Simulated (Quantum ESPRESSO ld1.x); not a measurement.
Results of a calculation; reference values are marked as such.
Task: These are the eigenvalues of the occupied orbitals of an atom or ion with whole-number occupations (hartree). Level of theory: scalar-relativistic Kohn-Sham, BP86, spin-unpolarised, spherical densities, point nucleus (ld1.x of Quantum ESPRESSO 7.5).

| orbital | eigenvalue |
|---|---|
| 1s | -523.438 |
| 2s | -71.6199 |
| 2p | -63.6771 |
| 3s | -12.3669 |
| 3p | -9.82440 |
| 3d | -5.64857 |
| 4s | -2.44245 |
| 4p | -1.78874 |
| 4f | -0.27861 |

Which element is it, and in what charge state? The configuration may be excited.

Result: Z = 36, krypton, charge +2: Kr2+ in [Ar] 3d8 4s2 4p4 4f2. The list shows which subshells hold electrons but not how many an open one holds; the 1s level, -523.44 hartree, gives Z - s = 32.4 by -(Z - s)^2/2, which with screening and relativity narrows Z to a few neighbours, and the depths of the outer levels then fix element, charge and occupations together.
